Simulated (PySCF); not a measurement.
## Electronic structure of Zr (zirconium, neutral) at the UHF level

Configuration: [Kr] 4d2 5s2, high-spin 3F determinant. All numbers are calculated (PySCF 2.14, a scalar-relativistic core potential, in aug-cc-pVTZ-PP with one added diffuse shell each of s, p, d, f, g type with ECP28MDF (7s7p6d4f3g, 113 functions)).

* Total energy: -46.305587 hartree
* One-electron energy: -77.5711 hartree
* Hartree (Coulomb) energy: 36.5884 hartree
* Exchange energy: -5.3228 hartree
* ⟨S²⟩: 2.0164
* ⟨L²⟩: 12.063
* Sum of ⟨r⟩: 23.18 bohr
* Sum of ⟨r²⟩: 64.61 bohr²

| shell | electrons | mean orbital energy (eV) | rms radius, mean of both spins (bohr) |
| --- | --- | --- | --- |
| 4s α | 1 | -69.101 | 1.31 |
| 4s β | 1 | -66.999 | 1.31 |
| 4p α | 3 | -42.104 | 1.48 |
| 4p β | 3 | -39.167 | 1.48 |
| 4d α | 2 | -8.850 | 2.36 |
| 5s α | 1 | -6.292 | 4.30 |
| 5s β | 1 | -5.356 | 4.30 |

Energies and moments cover only the electrons outside the core potential.
